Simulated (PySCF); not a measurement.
## Atomic charges by several schemes

Compound: C4H9OPSi.
SMILES with atom numbers: `[CH2:1]=[CH:2][Si@:3]1([PH2:4])[CH2:5][CH2:6][O:7]1` (hydrogens: H8, H9 on C1; H10 on C2; H11, H12 on P4; H13, H14 on C5; H15, H16 on C6)

Cartesian coordinates in Å at the GFN2-xTB level; atoms count from 1:
```
atom  x, y, z in Å
C1     2.5918    1.0402    0.2106
C2     1.7898   -0.0099    0.1800
Si3   -0.0825    0.1653    0.0166
P4    -0.6181    2.3396   -0.1188
C5    -1.1475   -1.1363    0.9459
C6    -1.4594   -1.6335   -0.4620
O7    -0.7332   -0.6946   -1.2527
H8     2.1940    2.0436    0.1580
H9     3.6651    0.9590    0.2834
H10    2.2174   -1.0036    0.2252
H11   -1.9444    2.1823    0.2491
H12   -0.2317    2.6164    1.1797
H13   -0.6308   -1.8634    1.5622
H14   -2.0215   -0.7783    1.4797
H15   -1.0816   -2.6357   -0.6682
H16   -2.5148   -1.5823   -0.7325
```

Density: PBE0/pcSseg-1 (PySCF); schemes: Mulliken, IAO, Hirshfeld and ESP-fitted. One conformer (not necessarily the lowest) at the GFN2-xTB geometry, without solvent, vibrations or thermal averaging.

Task: Which atoms carry the lowest charge in the Mulliken, IAO, Hirshfeld and ESP-fitted schemes?

Result: The schemes don't all agree: Mulliken O7 (-0.596); IAO O7 (-0.672); Hirshfeld O7 (-0.265); ESP-fitted C5 (-0.758).

Task: For which atoms does the sign change between the 4 schemes (beyond +0.03 e in one, beyond −0.03 e in another)?

Result: C6. Atomic charges aren't observables, and each scheme defines them in its own way.

Task: At which atom do the 4 schemes differ most?

Result: At Si3: from +0.390 (Hirshfeld) to +1.078 e (IAO), 0.688 e apart.

Task: Tabulate the Mulliken, IAO, Hirshfeld and ESP-fitted charges.

Result: In e:

```csv
atom,environment,Mulliken,IAO,Hirshfeld,ESP-fitted
C1,terminal =CH2 carbon,-0.137,-0.260,-0.076,-0.254
C2,alkene CH carbon,-0.499,-0.438,-0.142,-0.441
Si3,oxygen-bound silicon,+0.946,+1.078,+0.390,+0.848
P4,three-coordinate phosphorus,-0.248,-0.119,-0.016,-0.377
C5,sp3 carbon bound to silicon,-0.564,-0.578,-0.176,-0.758
C6,sp3 carbon bound to oxygen,+0.073,-0.045,-0.001,+0.391
O7,silyl ether oxygen,-0.596,-0.672,-0.265,-0.542
H8,vinylic hydrogen,+0.133,+0.141,+0.039,+0.165
H9,vinylic hydrogen,+0.123,+0.154,+0.053,+0.157
H10,vinylic hydrogen,+0.132,+0.158,+0.048,+0.217
H11,P–H hydrogen,+0.064,+0.006,-0.003,+0.137
H12,P–H hydrogen,+0.054,-0.004,-0.010,+0.080
H13,methylene hydrogen,+0.141,+0.152,+0.039,+0.194
H14,methylene hydrogen,+0.142,+0.151,+0.037,+0.169
H15,methylene hydrogen,+0.117,+0.137,+0.041,0.000
H16,methylene hydrogen,+0.119,+0.138,+0.041,+0.014
```

Mean size of the charges over all atoms: ESP-fitted 0.297 e, IAO 0.264 e, Mulliken 0.255 e, Hirshfeld 0.086 e. Each set sums to the total charge, 0, to within 0.001 e. The Hirshfeld scheme divides the density at each point in proportion to the densities of the neutral, spherically averaged free atoms. The IAO scheme projects the occupied orbitals on a minimal set of polarised atomic orbitals and counts the electrons in each atom's part of it.

Task: How closely do the schemes follow one another over all atoms?

Result: Correlation coefficient and root-mean-square difference: IAO with Hirshfeld 0.99, 0.252 e; Mulliken with IAO 0.98, 0.072 e; Mulliken with Hirshfeld 0.97, 0.227 e; Mulliken with ESP-fitted 0.95, 0.120 e; IAO with ESP-fitted 0.91, 0.163 e; Hirshfeld with ESP-fitted 0.89, 0.269 e.

Task: How many electrons does the IAO scheme count on C5?

Result: Z − q = 6 − (-0.578) = 6.578.
